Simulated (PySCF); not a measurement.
## Ionisation energy of Sb²⁺ by level of theory

Sb²⁺ [Kr] 4d10 5s2 5p1 (2P) → Sb³⁺ [Kr] 4d10 5s2 (1S), as a difference of total energies. All numbers are calculated (PySCF 2.14, scalar relativity by spin-free X2C-1e, in ANO-R2). Correlated levels: valence and next inner shell: [Ar] 3d10 frozen. The calculations carry no spin-orbit coupling.

| method | ionisation energy (eV) |
| --- | --- |
| UHF | 24.229 |
| MP2 (valence and next inner shell) | 24.662 |
| SCS-MP2 (valence and next inner shell) | 24.586 |
| CCSD (valence and next inner shell) | 24.686 |
| CCSD(T) (valence and next inner shell) | 24.703 |

Question: How much does correlation contribute at CCSD(T) (valence and next inner shell)?

Answer: 24.703 − (24.229) = 0.474 eV, measured against UHF.

A first-order spin-orbit estimate (lowest level to lowest level, LS coupling) adds 0.480 eV.

Errors of the correlated levels include the incompleteness of this basis and the frozen core.

For comparison: 25.323 eV (measured; NIST Atomic Spectra Database, ionization energies).
